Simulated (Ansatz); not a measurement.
CrH4, relaxed as a triplet with UKS PBE-D4/def2-TZVP in Ansatz, starting from the GFN2-xTB geometry. Force threshold 0.02 eV/Å.

Start:

```xyz
5

Cr   -0.003    0.001    0.001
H    -0.546   -1.390    0.425
H     1.526    0.064    0.272
H    -0.715    1.113    0.817
H    -0.262    0.213   -1.515
```

```tsv
step	energy (eV)	largest force component (eV/Å)	SCF passes
1	-28477.0002	0.580	32
2	-28477.0457	0.153	33
3	-28477.0495	0.013	34
```

Force components are those of the run's own axes.

End:

```xyz
5

Cr    0.000    0.000    0.000
H    -0.562   -1.430    0.440
H     1.572    0.064    0.281
H    -0.738    1.143    0.837
H    -0.272    0.222   -1.559
```

By distances, no bond broke or formed. The bond that changes most is Cr1–H4, from 1.55 to 1.60 Å (atoms count from 1).

No frequencies were taken in this run, so the end may be a saddle point.

Hardware: 2 threads of AMD EPYC 7R43 on a shared host. Wall time 8.5 s.
